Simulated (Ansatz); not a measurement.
Species: germanium monoxide triplet, GeO, charge 0, multiplicity 3. This is an excited triplet: at this geometry the singlet lies 2.74 eV lower at CCSD(T)/CBS(aug-cc-pVTZ,aug-cc-pVQZ). 
Geometry from a B3LYP-D3(BJ)/def2-TZVP (Ansatz, a program for electronic structure) optimisation:
```
O
Ge 1 1.8674
```
Charge 0, spin multiplicity 3.

Basis-set convergence of Hartree-Fock and MP2 correlation energies (hartree) with Ansatz. Correlated levels leave the core frozen unless marked. Open shells are spin-unrestricted. No spin-orbit coupling. The frozen core is the preceding noble-gas configuration, with the filled d and f shells of earlier blocks. Non-relativistic.

| basis | functions | E(HF) | E(corr, MP2) |
|---|---|---|---|
| def2-SVPD | 61 | -2149.84109 | -0.20542 |
| def2-TZVPPD | 94 | -2150.19743 | -0.25476 |
| def2-QZVPPD | 161 | -2150.24195 | -0.27547 |

Extrapolating the two largest sets (X = 3 and 4) as X^-3: E(corr) = (64·(-0.27547) - 27·(-0.25476))/37 = -0.2906 Eh, an estimate of the basis-set limit. The largest set recovers 94.8 % of it, the smallest 70.7 %.
